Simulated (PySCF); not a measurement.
GeHI, SMILES [GeH][I] (connectivity only; charge and spin as stated), neutral, multiplicity 1.

Geometry: PBE-D3(BJ)/def2-TZVP. The def2 effective core potentials stand for the cores of I; spin–orbit coupling is left out.

Vertical ionisation energy (IE) and electron affinity (EA) in eV. Rows of orbital energies are one-electron estimates. Where ΔSCF, EOM or ADC give a negative EA the extra electron is unbound and the value depends on the basis.

| level | IE | EA |
|---|---|---|
| −ε(HOMO), −ε(LUMO), HF/def2-TZVPD (PySCF) | 9.18 | 0.30 |
| −ε(HOMO), −ε(LUMO), ωB97X/def2-TZVPD (PySCF) | 9.04 | 1.31 |
